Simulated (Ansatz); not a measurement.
A nudged elastic band was laid between two geometries of C3H8F2SSi (15 atoms, charge 0, multiplicity 1).

The calculation used RHF/6-31G in Ansatz.

- movable images: 9
- climbing image: yes
- spring: 5.0 eV/Å²
- optimiser: quadratic models (default)
- start path: IDPP
- force threshold: 0.05 eV/Å
- iteration limit: 48
- end points: relaxed

First end point:

```xyz
15
Properties=species:S:1:pos:R:3
C 0.616 -2.288 0.007
Si 0.817 -0.406 0.007
S 1.525 0.232 -2.021
C -0.911 0.412 0.392
C -1.109 1.892 0.267
F -1.197 0.033 1.724
F -1.880 -0.238 -0.391
H 0.207 -2.611 0.957
H 1.568 -2.779 -0.149
H -0.065 -2.594 -0.776
H 1.763 0.128 1.022
H 2.138 1.402 -1.724
H -2.118 2.141 0.568
H -0.414 2.421 0.905
H -0.962 2.204 -0.757
```

Last end point:

```xyz
15
Properties=species:S:1:pos:R:3
C 1.019 -1.479 -0.435
Si 0.976 0.324 0.178
S 1.781 1.719 -1.377
C -0.870 0.908 0.510
C -1.975 -0.097 0.355
F -1.166 2.006 -0.308
F -0.912 1.399 1.827
H 0.599 -2.150 0.306
H 2.042 -1.787 -0.618
H 0.466 -1.592 -1.359
H 1.733 0.478 1.444
H 3.045 1.235 -1.453
H -2.915 0.380 0.600
H -2.021 -0.458 -0.662
H -1.827 -0.935 1.022
```

Problem. What changes between the two ends?

Solution. No bond is made or broken. The dihedral H11–Si2–C4–C5 goes from 64 to -118°.

Problem. Give the energies along the band, and the barrier.

Solution. It converged. The highest image is number 9 of 0 to 10, 0.212 eV above the first end and 0.000 eV above the last; the last end lies 0.212 eV above the first. A structure lower than the first end lies on the path between it and the top, so the climb from that side starts below the end, which may itself be a saddle point or a shallow side well. The top lies less than 8 meV above the higher end, about what the thresholds resolve: that end is a shoulder or a very shallow well. A vibrational analysis at the climbing image gives one clearly imaginary mode, 48i cm⁻¹: a first-order saddle point. Limits of this set-up: no polarisation functions.

| image | path coordinate (Å) | energy (eV) | dihedral H11–Si2–C4–C5 (°) |
| --- | --- | --- | --- |
| 0 | 0.00 | 0.000 | 64 |
| 1 | 1.14 | 0.027 | 87 |
| 2 | 2.28 | 0.067 | 111 |
| 3 | 3.42 | 0.051 | 134 |
| 4 | 4.57 | -0.009 | 158 |
| 5 | 5.71 | -0.016 | 176 |
| 6 | 6.85 | 0.064 | 177 |
| 7 | 8.00 | 0.100 | -161 |
| 8 | 9.15 | 0.174 | -140 |
| 9 | 10.29 | 0.212 | -118 |
| 10 | 10.30 | 0.212 | -118 |

Problem. What is the geometry of the highest image?

Solution. 
```xyz
15
Properties=species:S:1:pos:R:3
C 1.113 -0.773 -1.254
Si 0.805 -0.344 0.576
S 2.192 1.272 1.268
C -1.007 0.372 0.832
C -1.933 0.409 -0.350
F -0.926 1.668 1.359
F -1.614 -0.404 1.835
H 0.414 -1.528 -1.597
H 2.115 -1.167 -1.382
H 1.016 0.102 -1.884
H 0.944 -1.542 1.439
H 3.367 0.619 1.094
H -2.888 0.805 -0.030
H -1.534 1.045 -1.126
H -2.085 -0.584 -0.749
```

The run took 5.2 min on 1 thread of Arm Neoverse V2 (shared host), peak memory 0.28 GiB.
